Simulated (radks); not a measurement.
Task: The mean radii <r> (bohr) of the occupied orbitals of an atom or ion are listed with their occupations. Calculated with a radial shooting solver on a logarithmic mesh with Libxc functionals: scalar-relativistic Kohn-Sham, PBE, spin-unpolarised, spherical densities, finite nucleus; Fermi nuclear charge, rms radius of each element as measured or else 0.836 A^(1/3) + 0.57 fm.

| orbital | occ. | <r> |
|---|---|---|
| 1s | 2 | 0.07304 |
| 2s | 2 | 0.3434 |
| 2p | 6 | 0.3076 |
| 3s | 2 | 1.082 |
| 3p | 6 | 1.183 |
| 4s | 1 | 3.957 |
| 3d | 2 | 2.381 |

Name the element and its charge.

Result: Z = 21, scandium, charge 0: Sc in [Ar] 3d2 4s1. The 1s radius gives Z: for a bare nucleus <r> = (2 gamma + 1)/(2Z) with gamma = sqrt(1 - (Z/c)^2), 0.07087 bohr for Z = 21, and screening makes it slightly larger (0.07304 here). The occupations add up to 21, and the charge is Z minus that.
